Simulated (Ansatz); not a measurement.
Mulliken charges of AlBrH3NO, SMILES `[NH2][Al]([OH])[Br]` from PBE/def2-TZVPP in Ansatz (PBE0-D4/def2-TZVP geometry).

```csv
atom,x (Å),y (Å),z (Å),charge (e)
N1,-0.466,1.130,0.095,-0.389
Al2,-0.100,-0.566,-0.175,0.525
O3,1.384,-1.285,0.176,-0.354
Br4,-1.698,-1.880,-1.045,-0.243
H5,0.163,1.815,0.477,0.137
H6,-1.358,1.546,-0.120,0.153
H7,2.136,-0.828,0.546,0.170
```

Task: By hand: the dipole of these point charges (1 e Å = 4.8032 D).

Result: Σ q r = (0.229, 0.519, 0.203) e Å, of length 0.603 e Å = 2.90 D.

Task: How does the dipole of the full density compare? (Best estimate.)

Result: The calculation gave: (0.247, 0.580, 0.223) e Å, 3.21 D; the point charges give 0.90 times that, at 1° from its direction.

Point charges leave out the atoms' own dipoles, such as those of lone pairs, and Mulliken's split depends on the basis, so the close match here is no proof of good charges.
